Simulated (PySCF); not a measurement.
C4H3O (SMILES [c]1ccoc1), doublet (typed; the unrestricted solution is spin-contaminated), geometry from GFN2-xTB. Base run: PySCF with CCSD(T)/6-31G.

PySCF was given this input:
```python
from pyscf import gto, scf, cc

mol = gto.Mole()
mol.atom = '''
    O     0.003210    0.037124    1.100777
    C    -0.004705    1.132784    0.306132
    C     0.006077   -1.038904    0.290733
    C    -0.006685    0.732466   -0.983357
    C     0.000199   -0.672687   -1.022982
    H    -0.008057    2.094604    0.774367
    H     0.012330   -2.003975    0.757835
    H     0.000727   -1.309578   -1.881567
'''
mol.basis = '6-31g'
mol.charge = 0
mol.spin = 1
mol.verbose = 4
mol.build()

mf = scf.UHF(mol)
mf.kernel()

mycc = cc.CCSD(mf)
mycc.kernel()
et = mycc.ccsd_t()
print('E(CCSD(T)) = %.10f' % (mycc.e_tot + et))
```

Each row names what was changed in the base input (with any setting that the change needs).

```
change                      ΔE vs base (mEh)  MP2 correlation (Eh)  CC correlation without the perturbative part (Eh)  basis functions  core-seconds (rough)
--------------------------  ----------------  --------------------  -------------------------------------------------  ---------------  --------------------
base                                   0.000              -0.42477                                           -0.47317               51                    30
cc.iterative_damping = 0.8             0.000              -0.42477                                           -0.47317               51                    30
method = mp2                               …              -0.42477                                                  -               51                     1
cc.conv_tol = 1e-9                     0.000              -0.42477                                           -0.47317               51                    40
frozen = 5                             6.026              -0.41841                                           -0.46727               51                    20
cc.level_shift = 0.2                   0.000              -0.42477                                           -0.47317               51                    40
method = cisd                              …                     -                                                  -               51                     5
frozen = 6                                 …                     …                                                  …               51                    10
frozen = 4                             5.204              -0.41925                                           -0.46807               51                    10
cart = on                              0.000              -0.42477                                           -0.47317               51                    30
```

Question: Complete the blanks.

Answer: 
- method = mp2, ΔE vs base (mEh): 65.374
- method = cisd, ΔE vs base (mEh): 89.916
- frozen = 6, ΔE vs base (mEh): 48.167
- frozen = 6, MP2 correlation (Eh): -0.37702
- frozen = 6, CC correlation without the perturbative part (Eh): -0.42574

Open shells are given as the SCF converged; they aren't shown to be the lowest states, and a large step between rows can be another state.
